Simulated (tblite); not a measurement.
Species: C₁₁H₆O.
Numbering: `[CH:1]#[C:2][C:3]1=[CH:4][C:5]2=[CH:6][C:7]([CH:8]=[O:9])=[CH:10][C:11]2=[CH:12]1` (hydrogens: H13 on C1; H14 on C4; H15 on C6; H16 on C8; H17 on C10; H18 on C12)

Computed with GFN2-xTB (tblite), gas phase: L-BFGS steps from a force-field or distance-geometry start until the largest atomic force falls under 0.01 eV/Å.

The end geometry, which sets the zero of energy:
```
atom  x, y, z in Å
C1      4.5238    0.9509   -0.3119
C2      3.3572    0.6940   -0.1750
C3      1.9916    0.3999   -0.0489
C4      1.3160    0.0565    1.0834
C5     -0.0688   -0.1494    0.7073
C6     -1.2901   -0.4799    1.1733
C7     -2.2283   -0.4546    0.0244
C8     -3.6398   -0.7526    0.1262
O9     -4.2227   -1.0537    1.1426
C10    -1.5452   -0.1095   -1.1061
C11    -0.1663    0.0964   -0.7280
C12     1.0604    0.4263   -1.1945
H13     5.5434    1.1735   -0.4171
H14     1.7241   -0.0446    2.0710
H15    -1.6023   -0.7292    2.1707
H16    -4.1773   -0.6808   -0.8417
H17    -1.9487   -0.0083   -2.0968
H18     1.3641    0.6715   -2.1970
```

Question: These geometries come from the run, each turned onto the end geometry. Order them by energy, lowest first.
A.
```
atom  x, y, z in Å
C1      4.5174    0.9410   -0.2711
C2      3.3445    0.6943   -0.1853
C3      1.9841    0.4014   -0.0696
C4      1.3155    0.0572    1.0686
C5     -0.0690   -0.1484    0.6948
C6     -1.2863   -0.4763    1.1691
C7     -2.2262   -0.4511    0.0178
C8     -3.6300   -0.7538    0.1364
O9     -4.1861   -1.0592    1.1642
C10    -1.5459   -0.1063   -1.1169
C11    -0.1685    0.0953   -0.7387
C12     1.0530    0.4255   -1.2156
H13     5.5360    1.1625   -0.3425
H14     1.7260   -0.0440    2.0544
H15    -1.5638   -0.7143    2.1793
H16    -4.1779   -0.6809   -0.8256
H17    -1.9491   -0.0010   -2.1073
H18     1.3176    0.6645   -2.2301
```
B.
```
atom  x, y, z in Å
C1      4.5257    0.9445   -0.2733
C2      3.3532    0.6947   -0.1843
C3      1.9866    0.4025   -0.0715
C4      1.3143    0.0568    1.0625
C5     -0.0692   -0.1485    0.6943
C6     -1.2882   -0.4759    1.1706
C7     -2.2285   -0.4521    0.0221
C8     -3.6373   -0.7564    0.1408
O9     -4.2029   -1.0626    1.1663
C10    -1.5475   -0.1079   -1.1107
C11    -0.1682    0.0960   -0.7403
C12     1.0552    0.4270   -1.2188
H13     5.5485    1.1647   -0.3451
H14     1.7269   -0.0419    2.0482
H15    -1.5828   -0.7185    2.1769
H16    -4.1813   -0.6819   -0.8234
H17    -1.9500   -0.0029   -2.1012
H18     1.3368    0.6687   -2.2313
```
C.
```
atom  x, y, z in Å
C1      4.4947    0.9337   -0.2677
C2      3.3376    0.6952   -0.1838
C3      1.9723    0.3953   -0.0696
C4      1.3153    0.0592    1.0845
C5     -0.0587   -0.1469    0.6939
C6     -1.2625   -0.4739    1.1662
C7     -2.2133   -0.4488    0.0194
C8     -3.6124   -0.7474    0.1328
O9     -4.1586   -1.0517    1.1482
C10    -1.5469   -0.1042   -1.1315
C11    -0.1817    0.0919   -0.7349
C12     1.0274    0.4196   -1.2082
H13     5.5296    1.1617   -0.3406
H14     1.7242   -0.0471    2.0603
H15    -1.5356   -0.7050    2.1671
H16    -4.1826   -0.6821   -0.8282
H17    -1.9477    0.0012   -2.1140
H18     1.2899    0.6554   -2.2120
```
D.
```
atom  x, y, z in Å
C1      4.5089    0.9376   -0.2694
C2      3.3368    0.6942   -0.1848
C3      1.9766    0.3979   -0.0684
C4      1.3160    0.0594    1.0714
C5     -0.0632   -0.1477    0.6956
C6     -1.2774   -0.4752    1.1640
C7     -2.2155   -0.4486    0.0160
C8     -3.6210   -0.7496    0.1297
O9     -4.1709   -1.0558    1.1592
C10    -1.5482   -0.1064   -1.1200
C11    -0.1746    0.0937   -0.7373
C12     1.0430    0.4223   -1.2084
H13     5.5284    1.1612   -0.3409
H14     1.7260   -0.0462    2.0615
H15    -1.5467   -0.7095    2.1763
H16    -4.1785   -0.6812   -0.8262
H17    -1.9490    0.0006   -2.1137
H18     1.3005    0.6596   -2.2227
```

Answer: B (0.005 eV), A (0.012 eV), D (0.027 eV), C (0.099 eV).

In the order of the answer:

```json
{"step": "8", "E above end (eV)": "0.005", "largest force (eV/Å)": "0.13", "rms force component (eV/Å)": "0.042", "rms distance from end (Å)": "0.027", "rms bond change (Å)": "0.001", "bond most changed (Å)": "C4–C5 -0.003"}
{"step": "6", "E above end (eV)": "0.012", "largest force (eV/Å)": "0.21", "rms force component (eV/Å)": "0.073", "rms distance from end (Å)": "0.031", "rms bond change (Å)": "0.002", "bond most changed (Å)": "C2–C3 -0.006"}
{"step": "4", "E above end (eV)": "0.027", "largest force (eV/Å)": "0.35", "rms force component (eV/Å)": "0.094", "rms distance from end (Å)": "0.036", "rms bond change (Å)": "0.004", "bond most changed (Å)": "C11=C12 -0.007"}
{"step": "1", "E above end (eV)": "0.099", "largest force (eV/Å)": "2.56", "rms force component (eV/Å)": "0.579", "rms distance from end (Å)": "0.042", "rms bond change (Å)": "0.011", "bond most changed (Å)": "C1≡C2 -0.018"}
```

What follows is the cost of the whole relaxation. Hardware: an Arm Neoverse V1 with one thread, no GPU, shared host with 32 logical CPUs at a one-minute load of 8.6. Cost: 0.26 s.
